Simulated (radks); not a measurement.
Results of a calculation; reference values are marked as such.
Q: All-electron atom: Sb7+ in [Kr] 4d7 4f1 (not the ground configuration). Code: a radial shooting solver on a logarithmic mesh with Libxc functionals. Model: Dirac Kohn-Sham, LDA (Slater exchange, VWN5 correlation), spin-unpolarised, spherical densities, finite nucleus; open shells fill j = l - 1/2 first; Fermi nuclear charge, rms radius 4.6802 fm. Some entries of the table are withheld. Estimate them.

| orbital | occ. | eigenvalue (eV) | <r^2> (bohr^2) | r(max) (bohr) |
|---|---|---|---|---|
| 1s1/2 | 2 | (1) | 0.001096 | 0.01836 |
| 2s1/2 | 2 | -4717.076 | 0.01770 | 0.1039 |
| 2p1/2 | 2 | -4423.067 | (2) | 0.07984 |
| 2p3/2 | 4 | -4171.567 | (3) | 0.08446 |
| 3s1/2 | 2 | -1013.340 | 0.1250 | 0.3003 |
| 3p1/2 | 2 | -892.9924 | 0.1196 | 0.2864 |
| 3p3/2 | 4 | -846.4625 | 0.1280 | 0.2969 |
| 3d3/2 | 4 | -633.2975 | 0.1088 | 0.2419 |
| 3d5/2 | 6 | -623.5963 | 0.1113 | 0.2449 |
| 4s1/2 | 2 | (4) | 0.6817 | 0.7173 |
| 4p1/2 | 2 | -212.2860 | 0.7477 | 0.7375 |
| 4p3/2 | 4 | -203.0826 | 0.7961 | 0.7610 |
| 4d3/2 | 4 | (5) | 1.017 | 0.8153 |
| 4d5/2 | 3 | (6) | 1.037 | 0.8233 |
| 4f5/2 | 1 | -64.4369 | 2.165 | 1.045 |
| 4f7/2 | 0 | -64.3317 | 2.176 | 1.049 |

A: 
(1) 1s1/2 eigenvalue (eV): -30362.97
(2) 2p1/2 <r^2> (bohr^2): 0.01312
(3) 2p3/2 <r^2> (bohr^2): 0.01442
(4) 4s1/2 eigenvalue (eV): -253.8445
(5) 4d3/2 eigenvalue (eV): -135.7462
(6) 4d5/2 eigenvalue (eV): -134.2618
